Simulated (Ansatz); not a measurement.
A structure relaxed at PBE0-D4/def2-SVPD in Ansatz, charge -1, singlet:

```xyz
7

P     0.617    2.091   -0.703
Cu    0.471    1.084    1.273
Cu   -1.049    0.411   -0.478
Cu   -1.312   -0.381    2.062
Cu   -0.261   -1.906   -1.555
Cu    0.329   -1.317    0.651
Cu    1.205    0.019   -1.251
```

Question: Give its formula and point group.

Answer: Cu6P⁻. Point group Cs (tolerance 0.1 Å).

Question: Summarise the bond lengths by kind (pairs closer than 1.2 times the sum of covalent radii, bridged metal pairs left out).

Answer: 9 × Cu–Cu 2.36 to 2.67 Å; 3 × Cu–P 2.22 to 2.38 Å.

The restricted singlet is unstable towards broken spin symmetry in Hartree–Fock (as tested in another run); at PBE0-D4/def2-SVPD this wasn't settled. Another isomer (singlet) lies 0.09 eV lower at PBE0-D4/def2-TZVPD; other spin states weren't run for this one.
